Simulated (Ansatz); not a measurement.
Mulliken charges of `C[NH][SnH]([F])[Cl]` from r2SCAN/def2-TZVPP in Ansatz (PBE0-D4/def2-TZVP geometry).

```json
{"atom": "C1", "x (Å)": "-1.309", "y (Å)": "-0.039", "z (Å)": "-0.674", "charge (e)": "-0.054"}
{"atom": "N2", "x (Å)": "-0.218", "y (Å)": "-0.849", "z (Å)": "-0.148", "charge (e)": "-0.479"}
{"atom": "Sn3", "x (Å)": "1.281", "y (Å)": "0.053", "z (Å)": "0.802", "charge (e)": "1.141"}
{"atom": "F4", "x (Å)": "0.397", "y (Å)": "0.989", "z (Å)": "2.214", "charge (e)": "-0.478"}
{"atom": "Cl5", "x (Å)": "2.221", "y (Å)": "1.780", "z (Å)": "-0.435", "charge (e)": "-0.380"}
{"atom": "H6", "x (Å)": "-1.047", "y (Å)": "0.548", "z (Å)": "-1.562", "charge (e)": "0.070"}
{"atom": "H7", "x (Å)": "-2.153", "y (Å)": "-0.687", "z (Å)": "-0.928", "charge (e)": "0.057"}
{"atom": "H8", "x (Å)": "-1.654", "y (Å)": "0.651", "z (Å)": "0.097", "charge (e)": "0.074"}
{"atom": "H9", "x (Å)": "0.089", "y (Å)": "-1.547", "z (Å)": "-0.812", "charge (e)": "0.135"}
{"atom": "H10", "x (Å)": "2.478", "y (Å)": "-0.951", "z (Å)": "1.450", "charge (e)": "-0.086"}
```

Problem. By hand: the dipole of these point charges (1 e Å = 4.8032 D).

Solution. Σ q r = (0.083, -0.760, -0.260) e Å, of length 0.808 e Å = 3.88 D.

Problem. How does the dipole of the full density compare? (Estimate.)

Solution. Computed: (-0.011, -0.604, -0.346) e Å, 3.34 D; the point charges give 1.16 times that, at 13° from its direction.

Point charges leave out the atoms' own dipoles, such as those of lone pairs, and Mulliken's split depends on the basis, so the two needn't agree.
